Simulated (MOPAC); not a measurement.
Job for MOPAC: PM3 on FISi (SMILES F[Si]I), a point of a bond scan (R = 5.781 Å).

```
PM3 1SCF PRECISE CHARGE=0 THREADS=1
FISi

Si     0.72542197 1     1.01948837 1     1.18893518 1
F      1.16092642 1     2.16371902 1     0.14351064 1
I     -1.83719507 1    -2.78979732 1    -2.32400032 1
```

Output:

```
*******************************************************************************
 **                                                                           **
 **                              MOPAC v23.2.5                                **
 **                                                                           **
 *******************************************************************************
 ** MOPAC's Digital Object Identifier: https://doi.org/10.5281/zenodo.6511958 **
 **                                                                           **
 ** Please cite the open-source release paper for use of this MOPAC version:  **
 ** J. E. Moussa and J. J. P. Stewart (2026)                                  **
 ** MOPAC: An open-source semiempirical molecular orbital program             **
 ** J. Open Source Softw., 11(119), 8025, https://doi.org/10.21105/joss.08025 **
 *******************************************************************************

                              PM3 CALCULATION RESULTS

 *******************************************************************************
 *  PM3        - The PM3 Hamiltonian to be used
 *
 *
 *
 *                 CHARGE ON SYSTEM = 0
 *
 *
 *
 *  PRECISE    - TIGHTER CRITERIA TO BE USED
 *  1SCF       - DO 1 SCF AND THEN STOP
 *  THREADS=1  - MULTI-THREADING NOT USED
 *  T=         - A TIME OF 172800.0 SECONDS REQUESTED
 *  DUMP=N     - RESTART FILE WRITTEN EVERY 7200.0 SECONDS REQUESTED
 *******************************************************************************
PM3 1SCF PRECISE CHARGE=0 THREADS=1
 FISi

   ATOM   CHEMICAL          X               Y               Z
  NUMBER   SYMBOL      (ANGSTROMS)     (ANGSTROMS)     (ANGSTROMS)

     1      Si          0.72542197  *   1.01948837  *   1.18893518  *
     2       F          1.16092642  *   2.16371902  *   0.14351064  *
     3       I         -1.83719507  *  -2.78979732  *  -2.32400032  *



          CARTESIAN COORDINATES

    NO.       ATOM           X           Y           Z

     1        Si          0.7254      1.0195      1.1889
     2         F          1.1609      2.1637      0.1435
     3         I         -1.8372     -2.7898     -2.3240

  F: (PM3): J. J. P. STEWART, J. COMP. CHEM. 10, 209 (1989).
 Si: (PM3): J. J. P. STEWART, J. COMP. CHEM. 10, 209 (1989).
  I: (PM3): J. J. P. STEWART, J. COMP. CHEM. 10, 209 (1989).

           Empirical Formula: Si F I  =     3 atoms



      MOLECULAR POINT GROUP   :   Cs


      RHF CALCULATION, NO. OF DOUBLY OCCUPIED LEVELS = 9



 ALL CONVERGERS ARE NOW FORCED ON
 SHIFT=10, PULAY ON, CAMP-KING ON
 AND ITERATION COUNTER RESET



 -------------------------------------------------------------------------------
 PM3 1SCF PRECISE CHARGE=0 THREADS=1
 FISi



     1SCF WAS SPECIFIED, SO BFGS WAS NOT USED
     SCF FIELD WAS ACHIEVED


                              PM3 CALCULATION
                                                       MOPAC v23.2.5 Linux




          FINAL HEAT OF FORMATION =         -3.81792 KCAL/MOL =     -15.97417 KJ/MOL


          COSMO AREA              =        147.45 SQUARE ANGSTROMS
          COSMO VOLUME            =        126.05 CUBIC ANGSTROMS

          IONIZATION POTENTIAL    =          5.758971 EV
          HOMO LUMO ENERGIES (EV) =         -5.759 -3.328
          NO. OF FILLED LEVELS    =          9
          MOLECULAR WEIGHT        =        173.9884         POINT GROUP:  Cs

          MOLECULAR DIMENSIONS (Angstroms)

            Atom       Atom       Distance
            I     3    F     2     6.29402
            F     2   Si     1     1.45067
            I     3    F     2     0.00000


          SCF CALCULATIONS        =          1





   ATOM   CHEMICAL          X               Y               Z
  NUMBER   SYMBOL      (ANGSTROMS)     (ANGSTROMS)     (ANGSTROMS)

     1      Si          0.72542197  *   1.01948837  *   1.18893518  *
     2       F          1.16092642  *   2.16371902  *   0.14351064  *
     3       I         -1.83719507  *  -2.78979732  *  -2.32400032  *

                             CARTESIAN COORDINATES

   1   Si        0.725421970     1.019488370     1.188935180
   2    F        1.160926420     2.163719020     0.143510640
   3    I       -1.837195070    -2.789797320    -2.324000320


           Empirical Formula: Si F I  =     3 atoms



      MOLECULAR POINT GROUP   :   Cs


                  EIGENVALUES
 -23.15623 -18.21672 -17.69255 -17.57414 -11.51857 -11.49011 -11.48814 -11.26479
  -5.75897  -3.32810  -3.23095   0.11611


              NET ATOMIC CHARGES AND DIPOLE CONTRIBUTIONS

  ATOM NO.   TYPE          CHARGE      No. of ELECS.   s-Pop       p-Pop
    1         Si           0.800724        3.1993     1.87968     1.31960
    2          F          -0.261464        7.2615     1.64967     5.61180
    3          I          -0.539260        7.5393     1.53929     5.99997
 DIPOLE           X         Y         Z       TOTAL
 POINT-CHG.     6.091     8.430    10.412    14.716
 HYBRID         0.470     1.414    -1.723     2.278
 SUM            6.560     9.844     8.689    14.678


          ATOMIC ORBITAL ELECTRON POPULATIONS

     Atom    s        px        py        pz
    1 Si   1.87968   0.22328   0.49316   0.60315
    2  F   1.64967   1.88162   1.85455   1.87563
    3  I   1.53929   1.99999   1.99999   1.99999

 **********************
 *                    *
 * JOB ENDED NORMALLY *
 *                    *
 **********************




 == MOPAC DONE ==
```

The run finished.

Cost: roughly 0.15 core-seconds.
